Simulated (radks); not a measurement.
Ca+, 19 electrons, occupied as [Ar] 4s0.5 4p0.5 (fractional occupations, a model configuration).

All-electron calculation, non-relativistic Kohn-Sham, PBE, spin-unpolarised, spherical densities, point nucleus. Program: a radial shooting solver on a logarithmic mesh with Libxc functionals.

Energy parts (hartree):
| part | energy |
|---|---|
| total | -677.06274 |
| kinetic | 676.40167 |
| electron-nucleus | -1597.85970 |
| Hartree | 280.01641 |
| exchange-correlation | -35.62112 |

Orbitals (lengths in bohr, moments of r in powers of bohr):
orbital  occ.  eigenvalue (hartree)   <1/r>     <r^2>
1s          2             -144.6304   19.54  0.008038
2s          2             -15.37155   4.007    0.1592
2p          6             -12.57087   3.935    0.1336
3s          2              -1.99104   1.202     1.553
3p          6              -1.30511   1.078     1.889
3d          0              -0.32964  0.7094     4.835
4s        0.5              -0.33982  0.3602     14.75
4p        0.5              -0.22943  0.2920     21.97
5s          0              -0.11368  0.1667     72.07

The highest occupied level is 4p at -6.243 eV. The configuration is held as typed, so some empty levels lie below it. Virial ratio -V/T = 2.00098. The density falls to 0.001 e/bohr^3 at r = 4.39 bohr. The electron density at the nucleus is 5325 e/bohr^3.
